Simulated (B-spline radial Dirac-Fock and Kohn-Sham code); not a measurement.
## Sc⁺ 3d3/2: cross section and angular parameters

System: the Sc⁺ ion in the configuration [Ar] 3d1 4s1; threshold 13.95 eV (orbital energy of the model). Level of theory: Dirac-Hartree-Slater photoionisation with a Latter tail; cross sections with all multipoles, angular parameters from the dipole term and its interference with E2; a radial finite-basis atomic code.

For linearly polarised light dσ/dΩ = σ/(4π) [1 + β P₂(cos θ) + (δ + γ cos²θ) sin θ cos φ], with θ from the polarisation vector and φ the angle between the beam and the projection of the electron momentum on the plane normal to the polarisation.

```tsv
hν (eV)	σ (kb)	β	γ	δ
56.6	476	0.828	0.015	0.012
63.3	385	0.896	0.019	0.013
80	?	?	?	?
95.6	155	1.105	0.045	0.018
95.7	155	1.106	0.045	0.018
151	47.8	1.245	0.094	0.023
281	7.80	1.260	0.198	0.034
300	6.36	1.250	0.211	0.035
322	5.09	1.237	0.225	0.037
327	4.85	1.234	0.228	0.038
600	0.655	1.047	0.356	0.060
633	0.544	1.026	0.367	0.063
800	0.238	0.932	0.416	0.077
930	0.139	0.872	0.447	0.088
1000	0.106	0.843	0.462	0.094
1190	0.0557	0.777	0.500	0.110
1253.6	0.0458	0.758	0.512	0.115
1830	0.0105	0.622	0.602	0.161
2000	0.00738	0.590	0.623	0.174
2420	0.00338	0.524	0.662	0.204
3030	0.00132	0.451	0.693	0.246
3930	0.000437	0.387	0.710	0.300
5180	0.000134	0.341	0.734	0.367
5260	0.000126	0.339	0.736	0.371
7270	3.05e-05	0.288	0.784	0.469
7390	2.83e-05	0.284	0.786	0.475
7800	2.23e-05	0.274	0.792	0.494
11200	4.28e-06	0.199	0.784	0.638
15000	1.11e-06	0.157	0.746	0.768
```

**Question.** Give the values at 80 eV.

**Answer.** σ = 235 kb, β = 1.024, γ = 0.031, δ = 0.016.

Values without a named source are computed, but for edge energies of neutral atoms, which are taken from tables.
